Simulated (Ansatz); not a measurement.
The first iterations of a band of ClH + FGeH3O3 (10 atoms, charge 0, multiplicity 1).

Level of theory: RKS B3LYP/def2-SVP in Ansatz.

| Property | Result |
| --- | --- |
| movable images | 7 |
| climbing image | yes |
| spring | 5.0 eV/Å² |
| optimiser | quadratic models (default) |
| start path | through a guess of the saddle point |
| force threshold | 0.05 eV/Å |
| iteration limit | 60 |
| end points | relaxed |

First end point:

```xyz
10
Properties=species:S:1:pos:R:3
Ge -0.113 -0.226 -0.354
F 0.040 0.164 1.357
O 1.463 -0.354 -1.090
H 1.822 -1.251 -1.043
O -0.916 1.097 -1.160
H -1.785 1.306 -0.790
O -0.989 -1.755 -0.352
H -1.219 -2.046 0.543
Cl 1.611 2.748 2.423
H 0.977 1.662 2.103
```

Last end point:

```xyz
10
Properties=species:S:1:pos:R:3
Ge 0.283 0.247 -0.392
F -0.710 0.059 2.807
O 1.276 -0.219 -1.766
H 1.740 -1.055 -1.616
O -0.962 1.352 -0.953
H -1.293 1.106 -1.829
O -0.260 -1.215 0.407
H -0.577 -1.024 1.312
Cl 1.404 1.441 1.071
H -0.010 0.650 2.596
```

| iteration | highest image above the first end (eV) | largest band force component (eV/Å) |
| --- | --- | --- |
| 1 | 2.407 | 6.018 |
| 2 | 1.447 | 2.261 |
| 3 | 1.068 | 0.959 |

Q: Does the band converge within its limit, and where does its top end?

A: The forces met the threshold. It ended after 9 iterations with the highest image 0.947 eV above the first end. A vibrational analysis at the climbing image gives one clearly imaginary mode, 460i cm⁻¹: a first-order saddle point. The orbitals stay closed-shell, which can raise the energy where a bond breaks towards radicals; this wasn't checked here.

Run time: 3 min on 4 threads of Arm Neoverse V1, on a shared host, peak memory 0.36 GiB.
